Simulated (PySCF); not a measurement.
Computed IR spectrum (relative IR intensity) of a molecule C2H6BFO. Coordinates come from a B3LYP-D3(BJ)/def2-SVP optimisation. Other conformers were not sampled. Calculation: B3LYP-D3(BJ)/def2-SVP (PySCF). Frequencies are harmonic and unscaled.

Lines under 2 % of the strongest are left out, and lines within 2 cm⁻¹ are merged.

ν (cm⁻¹): 455 (w), 620 (w), 851 (w), 913 (m), 1022 (w), 1106 (w), 1115 (w), 1177 (w), 1221 (vs), 1314 (w), 1373 (s), 1406 (s), 1457 (m), 1465 (s), 1476 (m), 1518 (vs), 2663 (vs), 3036 (w), 3050 (m), 3101 (w), 3123 (w), 3131 (m) (against the strongest line: vs over 80 %, s over 45 %, m over 15 %, w over 4 %, vw less)

Problem. Pick the molecule that these values belong to.
A) CB(O)CF
B) CB(F)CO
C) CCOBF
D) CCB(O)F

Solution. C, CCOBF
